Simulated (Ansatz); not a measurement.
A nudged elastic band was laid between two geometries of CH9AlOSi2 (14 atoms, charge 0, multiplicity 1).

All numbers below come from RKS B3LYP-D4/def2-SVP in Ansatz.

- movable images: 5
- climbing image: yes
- spring: 5.0 eV/Å²
- optimiser: quadratic models (default)
- start path: through a guess of the saddle point
- force threshold: 0.05 eV/Å
- iteration limit: 60
- end points: relaxed

Image 0:

```xyz
14
Properties=species:S:1:pos:R:3
C -0.889 1.738 0.821
Si 0.281 0.711 1.909
Al 0.917 -1.375 0.785
O 0.526 -1.472 -0.877
Si 0.051 -1.250 -2.442
H -1.827 1.192 0.633
H -1.141 2.697 1.299
H -0.424 1.950 -0.155
H -0.369 0.435 3.232
H 1.511 1.515 2.215
H 1.651 -2.633 1.410
H -1.136 -2.103 -2.744
H -0.319 0.179 -2.680
H 1.157 -1.612 -3.376
```

Image 6:

```xyz
14
Properties=species:S:1:pos:R:3
C -1.307 1.632 1.126
Si 0.362 0.721 1.196
Al 0.295 -1.409 0.001
O 1.566 -1.518 -1.371
Si 0.277 -1.022 -2.690
H -2.100 1.045 1.618
H -1.241 2.607 1.634
H -1.612 1.808 0.082
H 0.746 0.534 2.634
H 1.419 1.590 0.586
H -0.030 -2.876 0.509
H -0.796 -1.243 -1.445
H 0.387 0.448 -2.286
H 2.023 -2.348 -1.565
```

Q: What changes between the two ends?

A: Bonds broken: Si5–H14. Bonds formed: O4–H14.

Q: Give the energies along the band, and the barrier.

A: The forces met the threshold. The highest image is number 4 of 0 to 6, 331.8 kJ/mol above the first end and 168.5 kJ/mol above the last; the last end lies 163.3 kJ/mol above the first. Neighbouring images differ by up to 3.4 eV, so the band resolves the path poorly. A vibrational analysis at the climbing image gives one clearly imaginary mode, 1550i cm⁻¹: a first-order saddle point. The orbitals stay closed-shell, which can raise the energy where a bond breaks towards radicals; this wasn't checked here.

```csv
image,path coordinate (Å),energy (kJ/mol),Si5–H14 (Å),O4–H14 (Å)
0,0.00,0.0,1.49,2.58
1,1.48,0.4,1.49,2.58
2,2.96,0.5,1.49,2.58
3,4.44,0.4,1.49,2.58
4,5.92,331.8,1.64,1.25
5,9.71,170.1,2.54,0.97
6,13.50,163.3,2.46,0.97
```

Q: What is the geometry of the highest image?

A: 
```xyz
14
Properties=species:S:1:pos:R:3
C -0.643 1.921 1.183
Si 0.591 0.643 1.856
Al 0.540 -1.386 0.480
O 0.364 -1.059 -1.223
Si -0.280 -1.186 -2.992
H -1.677 1.547 1.259
H -0.580 2.865 1.747
H -0.441 2.141 0.123
H 0.285 0.342 3.290
H 1.973 1.224 1.825
H 0.615 -2.914 0.895
H 0.598 -2.227 -3.636
H -1.599 -1.903 -2.842
H 0.239 -0.039 -1.935
```

The band took 38 iterations and of the order of 14 core-minutes.

Time of the run: 7.5 min on 2 threads of AMD EPYC 9R14 (Zen 4), on a shared host, peak memory 0.35 GiB.
